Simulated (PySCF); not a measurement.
Working with the constants of MgTl

ROHF-CCSD(T) constants of MgTl, ²Π (doublet), unpaired electrons π ↑ (PySCF, scalar-relativistic core potentials, basis sets Mg def2-SVP, Tl def2-SVP with ECP60; masses 23.9850 and 204.9744 u):

* ωe: 121.3 cm⁻¹
* ωexe: 1.95 cm⁻¹
* Be: 0.080844 cm⁻¹
* αe: 0.00119 cm⁻¹
* D (centrifugal): 1.44e-07 cm⁻¹
* De to Mg + Tl: 0.258 eV

Give the vibrational terms G(v) and spacings up to v = 6.

G(v) = ωe(v+½) − ωexe(v+½)².

```csv
v,G(v) (cm⁻¹),G(v) − G(v−1),Bv (cm⁻¹)
0,60.2,,0.08025
1,177.6,117.4,0.07906
2,291.1,113.5,0.07787
3,400.7,109.6,0.07668
4,506.4,105.7,0.07549
5,608.2,101.8,0.07430
6,706.1,97.9,0.07311
```

How well does the Morse estimate ωe²/(4ωexe) reproduce De, and what is D0?

It gives 0.234 eV, 91 % of the computed De. D0 = De − G(0) = 0.258 − 0.007 = 0.251 eV.

Correlated steps freeze 5 core orbitals. The bond is weak. Basis-set superposition, not corrected here, can be much of De in a small basis, most of all at correlated wavefunction levels. Spin–orbit coupling is left out, which matters for elements this heavy, above all for dissociation energies. The state is the lowest determinant that a PBE0 search found; another state may lie lower at other levels.
